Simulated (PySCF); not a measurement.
Si(H)3(NH2) (H5NSi), SMILES N[SiH3]. Coordinates come from a ωB97X-D3(BJ)/def2-TZVP optimisation.

All values below come from ωB97X-D3(BJ)/def2-TZVP in PySCF 2.14.0.

Harmonic wavenumbers (cm⁻¹): 166, 372, 630, 715, 855, 920, 944, 998, 1003, 1597, 2203, 2252, 2253, 3616, 3703. Rotational constants (GHz): 68.76, 12.67, 12.24; symmetry number 1.

**Question.** Work out the zero-point energy and the ideal-gas rigid-rotor harmonic-oscillator thermochemistry at 298.15 K and 1 atm.

**Answer.** ZPE = ½ Σ hcν = ½ × 22225 cm⁻¹ = 132.93 kJ/mol. H − E(el) = 146.64 kJ/mol. Entropy in J/(mol K): translation 156.80, rotation 87.61, vibration 20.31, total 264.72. G − E(el) = 67.71 kJ/mol. Cp = 64.58 J/(mol K).
